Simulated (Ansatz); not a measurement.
Consider the hydrogenolysis of a C–F bond: `FCO[SiH2][SeH]` + H₂ → `CO[SiH2][SeH]` + H–F.

Computed with Ansatz on PBE0-D4/def2-TZVP structures; ΔE is electronic, products minus reactants. CCSD(T)/CBS is the MP2 limit (def2-TZVPP, def2-QZVPP) plus CCSD(T) − MP2 in def2-TZVPP, frozen cores. This one scheme is used for every species. Functionals use def2-TZVPP. B3LYP here is the variant with VWN-RPA as its local correlation; programs differ in this. For Se outer-core shells are correlated without core-valence functions, which leaves a few kJ/mol of doubt a bond. Scalar relativity is left out up to krypton. Each species was taken in one conformer, which may not be the lowest.

```tsv
level	ΔE (kJ/mol)	difference from CCSD(T)/CBS
PBE-D4	-50.0	14.2
PBE0-D4	-56.8	7.4
B3LYP-D4	-52.0	12.2
ωB97M-V	-52.8	11.4
PBE	-52.4	11.8
HF/def2-TZVPP	-60.8	3.4
MP2/def2-TZVPP	-64.3	-0.1
CCSD/def2-TZVPP	-63.3	0.9
CCSD(T)/def2-TZVPP	-60.2	4.0
HF/def2-QZVPP	-61.7	2.5
CCSD(T)/CBS	-64.2	0
```

Largest T1 diagnostic among the species: 0.011.

From PBE to PBE0 (25 % exact exchange), in def2-TZVPP and without D4, ΔE moves by −6.5 kJ/mol. The D4 term adds +3.8 kJ/mol with B3LYP and +2.1 kJ/mol with PBE0; it sums over pairs of atoms, weighted by their polarisabilities, and B3LYP, whose exchange is more repulsive, gets the larger term.
